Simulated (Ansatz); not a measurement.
C₂H₆Si, SMILES C1C[SiH2]1.

Coordinates come from a B3LYP-D3(BJ)/def2-TZVP optimisation.

Two levels are set side by side: PBE/def2-SVPD (Ansatz, a program for electronic structure) and PBE0/def2-SVPD (Ansatz). Energy differences of separate SCF runs at the same geometry; the states with an electron removed or added have multiplicity 2 and 2. Differences are taken from unrounded values.

```json
[
 {"quantity": "vertical ionisation energy (eV)", "PBE0": "9.18", "PBE": "9.12", "PBE minus PBE0": "-0.05"},
 {"quantity": "vertical singlet–triplet gap (eV)", "PBE0": "5.11", "PBE": "5.01", "PBE minus PBE0": "-0.10"}
]
```
